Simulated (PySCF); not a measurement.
**Peak assignment**

Atom-mapped SMILES (the numbers label the heavy atoms): `[CH3:1][N:2]([CH3:3])[c:4]1[cH:5][cH:6][cH:7][o:8]1`. Each H is labelled by its parent atom.

Method: geometry from GFN2-xTB, shielding tensors at PBE0/pcSseg-1 (GIAO), in PySCF (isolated molecule, one conformer, averaged over atoms made equivalent by symmetry, fast rotation or ring inversion, no relativistic terms).

δ = σ(ref) − σ, references computed at the same level: ¹³C, ¹H against TMS.

**Question.** Assign these signals to the numbered atoms. ¹³C{¹H} NMR (computed): δ 164.9, 136.7, 119.0, 87.4, 39.8.

**Answer.** 
164.9 → C4, aromatic carbon bearing nitrogen: the electronegative substituent deshields the carbon that carries it
136.7 → C7, aromatic CH next to the ring oxygen
119.0 → C6, aromatic CH
87.4 → C5, aromatic CH: it is ortho or para to a lone-pair donor and shielded by resonance
39.8 → C1/C3, methyl carbon bonded to N: the inductive effect lowers its shielding

**Question.** Assign these signals to the numbered atoms. ¹H NMR (500 MHz, computed): δ 7.03 (m, 1H), 6.52 (m, 1H), 5.26 (m, 1H), 2.85 (s, 6H).

**Answer.** 
7.03 → H(C7), hydrogen on an aromatic CH next to the ring oxygen: ortho or para to a lone-pair donor, hence upfield of benzene
6.52 → H(C6), hydrogen on an aromatic CH: aromatic region
5.26 → H(C5), hydrogen on an aromatic CH
2.85 → H(C1)/H(C3), hydrogen on a methyl carbon bonded to N: its carbon carries N, an electronegative neighbour

Shifts are as computed. Against solution values, carbons near 30 ppm lie about +3 ppm off and those near 130 ppm about +5 ppm. Of 1211 compounds with measured shifts, 218 miss one by over three times the rms of a fit or turn the order of signals round; such compounds aren't used in these exercises. No couplings were computed; multiplicities are counted from neighbouring protons, with m where these are inequivalent, close in shift, in a saturated or five-membered ring or joined by F or P, and br s for small geminal =CH2 splittings.
